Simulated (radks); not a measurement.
The numbers below are computed, except where a source is named.
Q: Ionisation of the bismuth ion Bi+, [Hg] 6p2, to Bi2+, [Hg] 6p1, under several functionals. Dirac Kohn-Sham, spin-unpolarised, spherical densities, point nucleus; open shells fill j = l - 1/2 first; a radial shooting solver on a logarithmic mesh with Libxc functionals. The NIST Atomic Spectra Database gives 16.703 eV (measured). Rank these functionals by the error of their Delta-SCF ionisation energy: BP86; LDA (Slater exchange, Perdew-Wang correlation); PBEsol; exchange-only LDA; exchange-only PBE; HCTH/407.

A: From best to worst: PBEsol 16.710 eV (+0.007); HCTH/407 16.762 eV (+0.059); BP86 16.829 eV (+0.126); LDA (Slater exchange, Perdew-Wang correlation) 16.993 eV (+0.290); exchange-only PBE 15.795 eV (-0.908); exchange-only LDA 15.774 eV (-0.929). Spin polarisation and multiplet splitting are left out, so open shells lie too high by an amount that depends on their filling.

Beside tabulated values, note that spin-unpolarised runs miss the spin-polarisation part of the exchange energy of open shells.
